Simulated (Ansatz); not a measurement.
Born–Oppenheimer molecular dynamics of AlBH4O2 (8 atoms, charge 0, multiplicity 1). It starts from a relaxed structure.

Method: Ansatz, RKS PBE-D4/6-31G.

* ensemble: NVT, Langevin thermostat
* time step: 0.5 fs
* steps asked: 150
* set temperature: 700 K
* friction: 0.001 /fs
* seed: 881735

Frames 2.5 fs apart, positions in Å, forces in eV/Å.

Velocities at 25.0 fs (Å/ps):

```
O 1.40 -6.62 8.59
B 7.66 -4.14 1.72
Al -2.29 1.38 -2.26
O 0.27 7.65 -3.56
H -17.80 -13.81 8.61
H -23.06 -4.37 15.38
H 5.28 -3.03 -6.84
H 1.34 20.84 -7.82
```

```xyz
8
Properties=species:S:1:pos:R:3:forces:R:3 time_fs=25.0 energy_less_start_eV=0.289 T=311
O -2.027 -0.209 0.932 -1.06 -1.25 -1.37
B -1.142 -0.346 -0.154 0.75 0.16 0.34
Al 0.919 0.305 0.292 0.06 -0.24 -0.06
O 2.124 0.223 -1.015 -2.95 0.39 0.27
H -2.878 -0.746 0.697 0.86 0.98 0.78
H -1.458 -0.987 -1.158 -0.05 0.30 0.36
H 1.565 0.526 1.818 -0.20 0.03 -0.35
H 3.027 0.008 -0.979 2.59 -0.36 0.03
8
Properties=species:S:1:pos:R:3:forces:R:3 time_fs=27.5 energy_less_start_eV=0.194 T=391
O -2.026 -0.227 0.951 -0.45 -0.98 -1.38
B -1.123 -0.355 -0.149 -0.26 0.14 0.95
Al 0.914 0.309 0.285 0.23 -0.29 -0.11
O 2.118 0.243 -1.024 0.03 -0.26 0.19
H -2.890 -0.745 0.746 0.95 0.87 0.53
H -1.517 -0.986 -1.113 0.15 0.16 -0.02
H 1.569 0.517 1.789 -0.18 0.06 -0.19
H 3.086 0.053 -0.999 -0.47 0.31 0.03
8
Properties=species:S:1:pos:R:3:forces:R:3 time_fs=30.0 energy_less_start_eV=0.242 T=354
O -2.026 -0.249 0.963 2.36 0.60 -0.78
B -1.105 -0.365 -0.140 -1.09 0.14 1.38
Al 0.910 0.311 0.278 0.25 -0.35 -0.28
O 2.111 0.263 -1.030 1.53 -0.44 0.02
H -2.863 -0.697 0.827 -1.27 -0.54 -0.17
H -1.572 -0.973 -1.069 0.27 -0.01 -0.41
H 1.567 0.507 1.747 -0.07 0.12 0.14
H 3.124 0.110 -1.020 -1.98 0.49 0.09
8
Properties=species:S:1:pos:R:3:forces:R:3 time_fs=32.5 energy_less_start_eV=0.202 T=374
O -2.018 -0.267 0.973 2.04 0.59 -0.41
B -1.093 -0.373 -0.124 -1.73 -0.11 1.17
Al 0.907 0.314 0.269 0.31 -0.38 -0.47
O 2.107 0.282 -1.037 -1.09 -0.07 0.15
H -2.897 -0.669 0.904 -0.62 -0.33 -0.32
H -1.610 -0.963 -1.045 0.47 0.01 -0.48
H 1.563 0.506 1.721 0.01 0.16 0.32
H 3.065 0.194 -1.039 0.61 0.12 0.04
8
Properties=species:S:1:pos:R:3:forces:R:3 time_fs=35.0 energy_less_start_eV=0.251 T=326
O -2.003 -0.284 0.981 -0.46 -0.15 0.16
B -1.092 -0.381 -0.102 -1.87 -0.39 0.42
Al 0.903 0.316 0.260 0.33 -0.37 -0.36
O 2.099 0.300 -1.044 -2.06 -0.07 0.16
H -2.964 -0.662 0.961 1.79 0.55 -0.42
H -1.620 -0.954 -1.045 0.63 0.14 -0.27
H 1.555 0.513 1.713 0.03 0.17 0.32
H 3.042 0.286 -1.057 1.61 0.12 -0.01
8
Properties=species:S:1:pos:R:3:forces:R:3 time_fs=37.5 energy_less_start_eV=0.183 T=430
O -1.988 -0.300 0.989 -0.27 0.19 0.69
B -1.099 -0.389 -0.079 -1.30 -0.40 -0.29
Al 0.901 0.318 0.250 0.21 -0.33 0.18
O 2.084 0.317 -1.050 1.40 0.05 -0.25
H -2.943 -0.629 0.995 1.13 0.20 -0.47
H -1.598 -0.936 -1.058 0.52 0.15 -0.11
H 1.542 0.532 1.725 -0.01 0.16 0.13
H 3.094 0.386 -1.073 -1.68 -0.01 0.13
8
Properties=species:S:1:pos:R:3:forces:R:3 time_fs=40.0 energy_less_start_eV=0.174 T=453
O -1.973 -0.316 0.998 2.34 1.15 1.04
B -1.114 -0.401 -0.056 -0.02 -0.16 -0.94
Al 0.898 0.320 0.240 0.06 -0.31 0.59
O 2.072 0.335 -1.059 1.07 0.17 -0.29
H -2.869 -0.581 1.005 -2.36 -0.88 -0.29
H -1.545 -0.909 -1.078 0.15 0.04 -0.05
H 1.521 0.562 1.747 -0.05 0.12 -0.14
H 3.061 0.487 -1.083 -1.19 -0.12 0.09
8
Properties=species:S:1:pos:R:3:forces:R:3 time_fs=42.5 energy_less_start_eV=0.160 T=452
O -1.953 -0.327 1.012 -0.77 0.42 1.57
B -1.129 -0.414 -0.039 1.22 -0.01 -1.73
Al 0.896 0.321 0.232 -0.09 -0.31 0.77
O 2.063 0.353 -1.071 -1.99 -0.41 -0.03
H -2.902 -0.576 0.997 -0.09 -0.22 -0.21
H -1.481 -0.885 -1.102 -0.20 -0.04 0.05
H 1.491 0.602 1.764 -0.03 0.10 -0.33
H 2.972 0.584 -1.091 1.95 0.49 -0.10
8
Properties=species:S:1:pos:R:3:forces:R:3 time_fs=45.0 energy_less_start_eV=0.229 T=405
O -1.935 -0.337 1.032 -3.13 -0.19 1.46
B -1.137 -0.428 -0.030 1.87 0.12 -2.01
Al 0.893 0.322 0.226 -0.28 -0.29 1.04
O 2.049 0.368 -1.081 0.28 0.21 -0.27
H -2.948 -0.590 0.975 1.92 0.30 0.01
H -1.427 -0.863 -1.125 -0.48 -0.11 0.15
H 1.461 0.642 1.765 0.01 0.09 -0.37
H 2.968 0.708 -1.105 -0.19 -0.13 -0.02
8
Properties=species:S:1:pos:R:3:forces:R:3 time_fs=47.5 energy_less_start_eV=0.220 T=401
O -1.929 -0.348 1.057 -1.36 -0.02 0.59
B -1.136 -0.442 -0.031 1.90 0.38 -1.27
Al 0.888 0.323 0.222 -0.41 -0.30 1.05
O 2.036 0.386 -1.092 1.88 1.00 -0.46
H -2.894 -0.588 0.956 0.32 -0.05 0.16
H -1.403 -0.848 -1.136 -0.70 -0.20 0.11
H 1.432 0.683 1.744 0.08 0.12 -0.24
H 2.958 0.829 -1.117 -1.71 -0.92 0.06
8
Properties=species:S:1:pos:R:3:forces:R:3 time_fs=50.0 energy_less_start_eV=0.207 T=414
O -1.928 -0.358 1.083 1.97 0.47 -0.23
B -1.124 -0.453 -0.039 1.30 0.50 -0.27
Al 0.884 0.324 0.219 -0.42 -0.38 0.57
O 2.030 0.406 -1.105 -0.33 0.05 -0.14
H -2.830 -0.585 0.940 -2.47 -0.70 -0.06
H -1.423 -0.842 -1.144 -0.69 -0.19 0.19
H 1.402 0.724 1.708 0.19 0.18 0.03
H 2.861 0.903 -1.123 0.45 0.07 -0.09
8
Properties=species:S:1:pos:R:3:forces:R:3 time_fs=52.5 energy_less_start_eV=0.160 T=468
O -1.922 -0.366 1.107 -0.13 -0.26 -1.37
B -1.105 -0.460 -0.048 0.15 0.31 0.29
Al 0.878 0.324 0.217 -0.25 -0.35 0.24
O 2.023 0.428 -1.119 -1.64 -0.78 0.10
H -2.874 -0.617 0.918 0.35 0.03 0.37
H -1.492 -0.854 -1.138 -0.35 -0.05 0.40
H 1.381 0.778 1.681 0.21 0.20 0.14
H 2.788 0.978 -1.136 1.66 0.91 -0.17
```

Of the whole run (75 fs, mean temperature of the second half 424 K): The mean temperature of the second half is 39 % below the set value. A run of 0.075 ps of so small a system gives no equilibrium averages. Limits of this set-up: no polarisation functions.

The run took 3.3 min on 1 CPU thread of a shared host.
